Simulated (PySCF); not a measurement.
# C$_{3}$H$_{6}$F$_{3}$NSi: full NMR table

```yaml
Formula: C3H6F3NSi
SMILES: FC(F)(F)C/C=N/[SiH3]
InChI: InChI=1S/C3H6F3NSi/c4-3(5,6)1-2-7-8/h2H,1H2,8H3/b7-2+
Point_group_of_the_computed_structure: C1
Degrees_of_unsaturation: 1
Carbon_signals: 3
Proton_signals: 3
```

Molfile (atoms numbered from 1):
```
C3H6F3NSi
     RDKit          3D

 14 13  0  0  0  0  0  0  0  0999 V2000
   -3.3703   -0.4506   -0.6147 F   0  0  0  0  0  0  0  0  0  0  0  0
   -2.2288   -0.5170    0.0883 C   0  0  0  0  0  0  0  0  0  0  0  0
   -2.5529   -0.2492    1.3630 F   0  0  0  0  0  0  0  0  0  0  0  0
   -1.8348   -1.7958    0.0558 F   0  0  0  0  0  0  0  0  0  0  0  0
   -1.1781    0.4330   -0.4501 C   0  0  0  0  0  0  0  0  0  0  0  0
    0.0878    0.3453    0.3640 C   0  0  0  0  0  0  0  0  0  0  0  0
    1.1907    0.1708   -0.1848 N   0  0  0  0  0  0  0  0  0  0  0  0
    2.8151    0.0247    0.3758 Si  0  0  0  0  0  4  0  0  0  0  0  0
   -0.9730    0.1829   -1.4919 H   0  0  0  0  0  0  0  0  0  0  0  0
   -1.5890    1.4442   -0.3883 H   0  0  0  0  0  0  0  0  0  0  0  0
   -0.0625    0.4500    1.4462 H   0  0  0  0  0  0  0  0  0  0  0  0
    3.4767    1.1353   -0.3019 H   0  0  0  0  0  0  0  0  0  0  0  0
    3.0111    0.1111    1.8268 H   0  0  0  0  0  0  0  0  0  0  0  0
    3.2074   -1.2852   -0.1303 H   0  0  0  0  0  0  0  0  0  0  0  0
  1  2  1  0
  2  3  1  0
  2  4  1  0
  2  5  1  0
  5  6  1  0
  6  7  2  0
  7  8  1  0
  5  9  1  0
  5 10  1  0
  6 11  1  0
  8 12  1  0
  8 13  1  0
  8 14  1  0
M  END
```

PySCF 2.14.0 with density-fitted response routines calculation with GIAO PBE0/pcSseg-1 shieldings and geometry from GFN2-xTB; one averaged value for each set of equivalent atoms, a single conformation, gas phase, relativity neglected.

References, each an isolated molecule treated in the same way: TMS for ¹H (σ = 31.72 ppm), ¹³C (σ = 186.93 ppm), ²⁹Si (σ = 349.16 ppm); ¹⁹F (σ = 170.95 ppm) vs CFCl3; ¹⁵N (σ = 267.73 ppm) vs NH3.

```tsv
carbon	δC, type	δH (multiplicity)	HMBC from (2–3 bonds)	span of the C tensor (ppm)
C2	134.6, C	–	H11, H9/H10	4
C5	53.2, CH2	3.15 (m)	H11	39
C6	171.3, CH	8.74 (m)	H12/H13/H14, H9/H10	202
```

Other nuclei:
| atoms | nucleus | environment | δ (ppm) | σ (ppm) |
| --- | --- | --- | --- | --- |
| H12/H13/H14 | ¹H | hydrogen on a silicon bonded to N | 5.00 | 26.71 |
| F1/F3/F4 | ¹⁹F | fluorine of a CF3 group | -79.1 | 250.0 |
| Si8 | ²⁹Si | silicon bonded to N, 3 H | -57.8 | 406.9 |
| N7 | ¹⁵N | imine nitrogen | 397.2 | -129.5 |

1. Carbon types of the structure: 1 × C, 1 × CH, 1 × CH2, leaving 3 H on heteroatoms.
2. δC 171.3: C=N carbon.
3. δC 134.6: CF3 carbon; 3 electronegative neighbours deshield it.
4. δC 53.2: sp3 CH2; saturated and bonded to C and H only.
5. δH 8.74: hydrogen on a C=N carbon.
6. δH 3.15: hydrogen on an sp3 CH2.

Splittings by ¹⁹F in the carbon and heteronuclear signals aren't shown, as no couplings were computed. Shifts are as computed. Against solution values, carbons near 30 ppm lie about +3 ppm off and those near 130 ppm about +5 ppm. Of 1309 compounds with measured shifts, 239 miss one by over three times the rms of a fit or turn the order of signals round; such compounds aren't used in these exercises. Unscaled 19F shifts against computed CFCl3 carry errors that often reach 10 to 50 ppm. Experimental scales use liquid or dissolved standards, which lie at an offset from isolated NH3 (liquid NH3: subtract about 20 ppm). Unscaled 15N shifts of sp2 nitrogen come out 20 to 40 ppm too high even then. Multiplicities follow the n + 1 count of equivalent neighbours, as no J values were calculated; m marks all less simple cases, F and P coupling included.
